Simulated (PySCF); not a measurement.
**P²⁺ (phosphorus, charge +2): UHF calculation**

Configuration: [Ne] 3s2 3p1, 2P determinant. Computed with PySCF 2.14 in aug-cc-pVDZ-DK, with the spin-free X2C one-electron Hamiltonian (Gaussian nucleus).

```json
{
 "Total energy": "-340.455290 hartree",
 "One-electron energy": "-460.1401 hartree",
 "Hartree (Coulomb) energy": "141.7931 hartree",
 "Exchange energy": "-22.1083 hartree",
 "⟨S²⟩": "0.7609",
 "⟨L²⟩": "2.033",
 "Sum of ⟨r⟩": "9.656 bohr",
 "Sum of ⟨r²⟩": "14.16 bohr²",
 "Traceless quadrupole moment −½Σ⟨3z² − r²⟩ along its main axis": "-1.88 e·bohr²",
 "Langevin diamagnetic susceptibility": "-11.2 ×10⁻⁶ cm³/mol",
 "Time after the integrals": "0.07 s of wall time on 1 thread of Neoverse-V1 (shared host)"
}
```

```
shell  electrons  mean orbital energy (hartree)  spread (hartree)  rms radius, mean of both spins (bohr)
 1s α          1                      -81.11949                 0                                  0.120
 1s β          1                      -81.11025                 0                                  0.120
 2s α          1                       -8.44314                 0                                  0.559
 2s β          1                       -8.43279                 0                                  0.559
 2p α          3                       -6.29622           0.01701                                  0.539
 2p β          3                       -6.27823           0.02370                                  0.539
 3s α          1                       -1.47606                 0                                   1.89
 3s β          1                       -1.36609                 0                                   1.89
 3p α          1                       -1.09935                 0                                   2.14
```

Densities and radii are taken from the X2C orbitals without a picture-change correction, which distorts them close to the nucleus.
